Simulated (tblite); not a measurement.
Compound: C3H8F2Si2 (charge +1 and doublet state).
Geometry (GFN2-xTB, Å), atoms numbered from 1 in this order:
```
atom  x, y, z in Å
C1    -1.8996    1.8282    0.9141
C2    -1.3975    0.6692    0.4881
Si3    0.0576    0.4685   -0.6613
Si4    2.0414   -0.5453    0.9556
C5    -0.0292   -1.2689   -1.5416
F6     1.2249   -1.6432   -1.9042
F7    -0.4481   -2.1784   -0.6243
H8    -2.7637    1.8614    1.5590
H9    -1.4861    2.7831    0.6357
H10   -1.8707   -0.2541    0.8172
H11    0.6230    1.4841   -1.5434
H12    1.3627   -1.6990    1.5296
H13    3.0897   -0.7744   -0.0282
H14    2.1670    0.6357    1.8051
H15   -0.6759   -1.3589   -2.4234
```

Method: GFN2-xTB as coded in tblite; computed harmonic values from a numerical Hessian at the method's own geometry, unscaled. This tight-binding method is rough: wavenumbers can miss measured ones by several per cent, in bad cases by 10 to 20. Modes of hydrogen on silicon can be 10 to 20 % off. One conformer, not necessarily the lowest. Open shells enter through the occupations alone, without spin polarisation, and single modes of such species can be off by tens of per cent. The optimisation stopped once no atom felt more than 0.01 eV/Å.

Lowest wavenumbers of the output (negative numbers stand for imaginary wavenumbers):
```
mode    cm-1
  1     -31.6
  2      50.8
  3      69.8
  4      86.5
  5      92.7
  6     107.4
  7     149.4
  8     235.2
  9     265.4
 10     309.8
```

Task: Is this structure a minimum?

Result: Not by this Hessian. 1 mode is imaginary beyond 20i (32i cm⁻¹), so at this level the point lies at or near a first-order saddle. The curvature is small, so loose convergence or finite differences may be the whole cause.

Task: Which atoms move in the imaginary mode?

Result: 32i: F6 (fluorine bonded to C) 32 %, F7 (fluorine bonded to C) 20 %, H12 (hydrogen on silicon) 15 %, H13 (hydrogen on silicon) 12 %. These are shares of the mass-weighted motion.

Task: What is the remedy?

Result: Step along that mode in both directions, optimise again with tighter thresholds and repeat the frequencies. The zero-point energy of this point (57.9 kcal/mol) counts the 38 real modes alone, and thermal corrections from it aren't those of a minimum.

Time: 0.47 s. Hardware: one thread of an Arm Neoverse V2, shared host. The figure is for the frequency step alone.
